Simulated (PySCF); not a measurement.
**Working out the ionisation energy of Kr**

Kr [Kr] (1S) → Kr⁺ [Ar] 3d10 4s2 4p5 (2P). All numbers are calculated (PySCF 2.14, no relativity, point nucleus, in def2-TZVPPD). Frozen: [Ne]. Energies in hartree (1 hartree = 27.21139 eV):

```tsv
part	Kr (lower)	Kr⁺ (upper)
UHF	-2752.003097	-2751.522171
CCSD correlation	-0.345734	-0.315256
(T)	-0.009110	-0.007482
```

**Question.** What does Hartree-Fock give?

**Answer.** (-2751.522171) − (-2752.003097) = 0.480926 hartree = 13.087 eV.

**Question.** What do CCSD and CCSD(T) give?

**Answer.** The CCSD correlation energies differ by 0.030478 hartree = 0.829 eV and the triples by 0.001628 hartree = 0.044 eV, so CCSD gives 13.916 eV and CCSD(T) 13.960 eV.

Measured between the centres of the two terms (NIST): 14.222 eV, so CCSD(T) (valence and next inner shell) is off by -0.262 eV.

The calculation is non-relativistic.

What remains against the reference includes basis incompleteness, the frozen core and higher excitations.
